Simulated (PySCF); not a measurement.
## Electron correlation in S³⁺ (sulfur, charge +3)

[Ne] 3s2 3p1, 2P determinant. Calculation: PySCF 2.14, in aug-cc-pCVTZ-DK (8s7p5d3f, 75 functions); the spin-free X2C one-electron Hamiltonian (Gaussian nucleus). Frozen: [Ne]; 3 electrons correlated.

```tsv
level	correlation energy (mhartree)
CCSD	-70.98
(T)	-1.02
CCSD(T)	-72.00
```

Diagnostics: T1 = 0.010, D1 = 0.0236, largest double amplitude 0.106.

Question: Is a single reference adequate?

Answer: Mostly. T1 lies below 0.03, but a double amplitude of this size points to a near-degeneracy that CCSD handles and MP2 describes poorly.
